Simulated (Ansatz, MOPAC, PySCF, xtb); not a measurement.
Dimer: H2O (SMILES O) (first 3 atoms) with AsH3 (SMILES [AsH3]); geometry from B3LYP-D3(BJ)/def2-TZVP, rigid monomers moved along the line of their centres of mass till H3···As4 is 3.10 Å.
(charge 0, multiplicity 1):
```csv
atom,x (Å),y (Å),z (Å)
O,-0.0488,0.6324,-0.5999
H,-0.9101,0.3057,-0.8787
H,-0.0010,0.4395,0.3458
As,0.2686,-0.5736,3.2637
H,-0.1611,0.1163,4.5498
H,1.6829,-0.8170,3.7670
H,-0.2218,-1.9354,3.7332
```

```
level                                  interaction energy (kcal/mol)  minus CCSD(T)/CBS(aug-cc-pVDZ, aug-cc-pVTZ)   cost
-------------------------------------  -----------------------------  -------------------------------------------  -----
PM6                                                            -0.33                                         1.50      -
GFN1-xTB                                                       -1.07                                         0.75      -
HF/6-31G* (no counterpoise)                                    -1.35                                         0.47      -
HF/aug-cc-pVDZ                                                 -1.08                                         0.74      -
BP86/6-31G* (no counterpoise)                                  -1.44                                         0.38      -
r2SCAN/def2-TZVPPD                                             -1.60                                         0.22     ×2
B3LYP-D3(BJ)/def2-TZVPPD                                       -1.95                                        -0.13     ×1
PBE0-D4/def2-TZVPPD                                            -2.03                                        -0.20     ×1
M06-2X/6-31G* (no counterpoise)                                -1.89                                        -0.06      -
MP2/aug-cc-pVDZ                                                -1.60                                         0.22      -
MP2/aug-cc-pVTZ                                                -1.76                                         0.06      -
MP2/CBS(aug-cc-pVDZ, aug-cc-pVTZ)                              -1.82                                         0.00      -
CCSD/aug-cc-pVDZ                                               -1.44                                         0.38      -
CCSD(T)/CBS(aug-cc-pVDZ, aug-cc-pVTZ)                          -1.82                                         0.00  ×200*
```

 The comparison column counts from a level with limits of its own.

The rows run from -2.03 (PBE0-D4/def2-TZVPPD) to -0.33 kcal/mol (PM6). From aug-cc-pVDZ to aug-cc-pVTZ MP2 changes by -0.16.

Monomers are frozen at their geometry in the pair; levels with a basis set take the counterpoise correction. Rows marked so take none.

Cores are frozen in the correlated methods. Filled d and f shells under p-block atoms count as core. CBS(a, b) extrapolates the correlation energy as X⁻³ and adds the Hartree–Fock energy of set b. Rows in 6-31G* carry no dispersion term and start afresh at each structure (6-31G* with six Cartesian d functions); the Pople sets are all-electron and without relativity. The state reached by PM6 isn't checked.

Run with Ansatz (Gaussian basis) for Hartree–Fock, density functionals and correlated methods; MOPAC for PM6 (differences of heats of formation); PySCF for 6-31G* rows, the dispersion terms; xtb for the GFN methods. 

Costs are rough ratios of core time to PBE/def2-TZVPPD (about 3 s over the structures, on one shared machine); a dash marks a level with no comparable run of its own. A star marks coupled-cluster runs past 200 virtual orbitals, where the program's memory plan changes under this machine's limit, so their costs aren't comparable with smaller runs.

Ansatz is a first-principles code.
